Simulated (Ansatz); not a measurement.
CH4AlBF2Si, SMILES `FB1C[Si]1(F)[AlH2]`, relaxed with RKS PBE-D4/def2-SVP in Ansatz 0.2.0 from a rough embedded geometry. The force threshold is 0.03 eV/Å; the program also tests the step.

Total charge 0; spin multiplicity 1.

Start:

```xyz
10

F     1.381    2.494   -0.360
B     1.067    1.135    0.014
C     1.501   -0.363    0.127
Si   -0.132   -0.391    0.726
F    -0.273   -0.083    2.444
Al   -2.072   -0.443   -0.597
H     1.597   -0.883   -0.918
H     2.306   -0.594    0.816
H    -3.075    0.826   -0.701
H    -2.301   -1.698   -1.551
```

| step | energy (eV) | largest force (eV/Å) | largest move (Å) |
| --- | --- | --- | --- |
| 1 | -21660.8013 | 4.031 | 0.000 |
| 2 | -21661.6634 | 2.151 | 0.195 |
| 3 | -21661.9867 | 0.717 | 0.195 |
| 4 | -21662.0612 | 0.377 | 0.195 |
| 5 | -21662.1213 | 0.318 | 0.197 |
| 6 | -21662.1674 | 0.284 | 0.196 |
| 7 | -21662.2230 | 0.203 | 0.200 |
| 8 | -21662.2564 | 0.353 | 0.196 |
| 9 | -21662.2674 | 0.410 | 0.121 |
| 10 | -21662.2735 | 0.444 | 0.148 |
| 11 | -21662.2824 | 0.292 | 0.043 |
| 12 (rejected) | -21662.2640 | 0.528 | 0.080 |
| 13 | -21662.2871 | 0.044 | 0.038 |
| 14 | -21662.2877 | 0.038 | 0.027 |
| 15 | -21662.2881 | 0.027 | 0.035 |

End:

```xyz
10

F     2.290    2.158    0.121
B     1.408    1.181   -0.056
C     1.469   -0.327   -0.026
Si   -0.298    0.491    0.627
F    -0.554    0.684    2.253
Al   -2.141   -0.583   -0.548
H     0.941   -0.892   -0.822
H     2.281   -0.928    0.427
H    -3.659   -0.466   -0.062
H    -1.736   -1.318   -1.915
```

It took 36 s on 4 threads of an Arm Neoverse N1 on a shared host, with 0.19 GiB of host memory at the peak.
